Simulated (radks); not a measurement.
Hf4+, 68 electrons, occupied as [Xe] 4f14.

All-electron calculation, non-relativistic Kohn-Sham, exchange-only PBE, spin-polarised, spherical densities, point nucleus; relativity is left out, which matters for an element this heavy. Program: a radial shooting solver on a logarithmic mesh with Libxc functionals.

Energy parts (hartree):
part                   energy
total             -14318.0171
kinetic            14318.0171
electron-nucleus  -34002.7575
Hartree             5654.4557
exchange            -287.7324

Orbitals (lengths in bohr, moments of r in powers of bohr; <r^-3> diverges for s and p1/2; r(max) is where P^2 peaks):
orbital	occ.	eigenvalue (hartree)	<r^4>	<1/r>	r(max)	<r^-3>
1s	2	-2213.880	8.832e-07	71.45	0.01396	-
2s	2	-362.7004	0.0001450	16.73	0.07613	-
2p	6	-347.2613	0.00009144	16.76	0.05914	13010
3s	2	-83.02715	0.005117	6.412	0.2097	-
3p	6	-75.92386	0.004587	6.361	0.1977	2759
3d	10	-62.68621	0.003151	6.280	0.1563	483.9
4s	2	-17.36613	0.1230	2.752	0.4733	-
4p	6	-14.43882	0.1375	2.658	0.4750	619.2
4d	10	-9.12854	0.1821	2.454	0.4734	93.07
4f	14	-2.30754	0.6862	1.974	0.4472	16.48
5s	2	-3.46706	4.129	1.070	1.103	-
5p	6	-2.64253	6.413	0.9593	1.192	86.02

The highest occupied level is 4f at -62.791 eV. Summed over all electrons, <r^2> = 29.85 bohr^2, which gives a Langevin (diamagnetic) susceptibility term of -23.6 x 10^-6 cm^3/mol. Virial ratio -V/T = 2.00000.
